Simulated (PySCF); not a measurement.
## Quadrupolar nuclei of `C=NC(=O)CO[SiH3]` in NMR

C3H7NO2Si.
Numbering: `[CH2:1]=[N:2][C:3](=[O:4])[CH2:5][O:6][SiH3:7]` (hydrogens: H8, H9 on C1; H10, H11 on C5; H12, H13, H14 on Si7)

Cartesian coordinates in Å at the GFN2-xTB level; atoms count from 1:
```xyz
14
C3H7NO2Si angstrom
C      2.943    0.000    0.415
N      1.855    0.601    0.314
C      0.578    0.273    0.042
O      0.068    0.297   -1.051
C     -0.256    0.045    1.306
O     -1.578   -0.161    1.028
Si    -2.391   -0.147   -0.396
H      3.822    0.570    0.688
H      3.069   -1.069    0.243
H     -0.140    0.923    1.958
H      0.158   -0.828    1.834
H     -2.030   -1.241   -1.291
H     -2.409    1.153   -1.056
H     -3.689   -0.418    0.224
```

Computed at PBE0/pcSseg-1 (PySCF, non-relativistic):

```tsv
atom	environment	nucleus	spin I	Q (b)	CQ = χzz (MHz)	η
N2	imine nitrogen	14N	1	0.02044	-4.660	0.424
O4	carbonyl oxygen	17O	5/2	-0.0256	9.420	0.095
O6	silyl ether oxygen	17O	5/2	-0.0256	-10.716	0.400
```

Question: Recover the principal values of the field gradient from CQ = 234.96 MHz × Q × Vzz, η = (Vxx − Vyy)/Vzz and a zero trace.

Answer: The tensor is traceless, so η fixes the two smaller values:

```csv
atom,Vxx (au),Vyy (au),Vzz (au),Vzz (10²¹ V/m²)
N2,0.279,0.691,-0.970,-9.43
O4,0.709,0.857,-1.566,-15.22
O6,-0.535,-1.247,1.782,17.31
```

Question: At 9.4 T, set νQ = 3|CQ|/[2I(2I − 1)] beside the Larmor frequency (|g| × 7.62259 MHz/T × B; g(14N) = 0.40376, g(17O) = −0.75752), and give PQ = |CQ|√(1 + η²/3).

Answer: 
```json
{"atom": "N2", "PQ (MHz)": "4.798", "νQ (MHz)": "6.991", "ν0 (MHz)": "28.93", "νQ/ν0": "0.242"}
{"atom": "O4", "PQ (MHz)": "9.435", "νQ (MHz)": "1.413", "ν0 (MHz)": "54.28", "νQ/ν0": "0.026"}
{"atom": "O6", "PQ (MHz)": "11.00", "νQ (MHz)": "1.607", "ν0 (MHz)": "54.28", "νQ/ν0": "0.030"}
```

For N2: PQ = 4.660 × 1.0296, νQ = 4.660 × 1.5000, ν0 = 3.0777 MHz/T × 9.4 T.

Question: For half-integer spins with νQ below a tenth of ν0, find the second-order shift of the centre of gravity of the central transition at 9.4, 14.1 and 18.8 T.

Answer: δ = −(3/40)(PQ/ν0)² [I(I + 1) − 3/4]/[I²(2I − 1)²], in ppm:

```
     site  9.4 T  14.1 T  18.8 T
17O at O4   -181   -80.6   -45.3
17O at O6   -246    -109   -61.6
```

Question: In the extreme-narrowing limit, with isotropic tumbling and one correlation time, the quadrupolar linewidth goes as PQ². What relative widths follow for the 17O sites?

Answer: O6 1, O4 0.74, with O6 as 1.

The couplings are those of the rigid, isolated species; surroundings and motion change them. GFN2-xTB bond lengths can be off by several hundredths of an ångström, more for odd bonds, and the gradients follow them. With so small a basis the couplings can be 20 % off.

One conformer stands for the species.
